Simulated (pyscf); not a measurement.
PySCF, gas phase, ωB97X-D3(BJ)/def2-SVP geometries. Correlated levels are frozen-core, on RHF or UHF. ΔMP2 is the change of the MP2 total energy from the triple- to the quadruple-zeta basis. Singlets are restricted, triplets unrestricted.

Singlet (Å):
```xyz
2

Cl     0.5092    -0.4204     0.4060
In    -0.9978     0.6981     1.9178
```

Triplet (Å):
```xyz
2

Cl     0.3655    -0.4776    -0.4789
In     2.0145     1.2251    -0.3972
```

### Question
For these two minima of `[Cl][In]`, which spin state lies lower at CCSD(T)/def2-TZVPP + ΔMP2(QZVPP), and by how much (electronic energies)?

### Answer
The singlet, by 82.4 kcal/mol. Zero-point energy shifts E(triplet) − E(singlet) by 0.0 kcal/mol. 

E(triplet) − E(singlet) by level (kcal/mol):

```json
[
 {"level": "ωB97X-D3(BJ)/def2-TZVP", "gap": "+82.0"},
 {"level": "PBE/def2-TZVP", "gap": "+81.6"},
 {"level": "r²SCAN/def2-TZVP", "gap": "+77.8"},
 {"level": "B3LYP-D3(BJ)/def2-TZVP", "gap": "+83.4"},
 {"level": "PBE0-D3(BJ)/def2-TZVP", "gap": "+78.6"},
 {"level": "M06-2X/def2-TZVP", "gap": "+76.2"},
 {"level": "ωB97M-D3(BJ)/def2-TZVP", "gap": "+81.4"},
 {"level": "HF/def2-TZVP", "gap": "+59.2"},
 {"level": "MP2/def2-QZVPP", "gap": "+85.0"},
 {"level": "CCSD/def2-TZVPP", "gap": "+79.1"},
 {"level": "CCSD(T)/def2-TZVPP", "gap": "+79.9"},
 {"level": "CCSD(T)/def2-TZVPP + ΔMP2(QZVPP)", "gap": "+82.4"}
]
```

The triplet is the lowest one reached from the SCF start used. The CCSD(T) − MP2 part came from Ansatz, without density fitting, on the same reference. The frozen core leaves the outer d or s,p core shells of the metals and heavy elements correlated in the MP2 and CC values, and def2-TZVPP describes them poorly, which can shift differences by a few kcal/mol. The term symbol of open-shell Cl–In was not checked; spin-orbit terms are left out. Elements past Kr carry the def2 core potentials, without spin-orbit coupling.
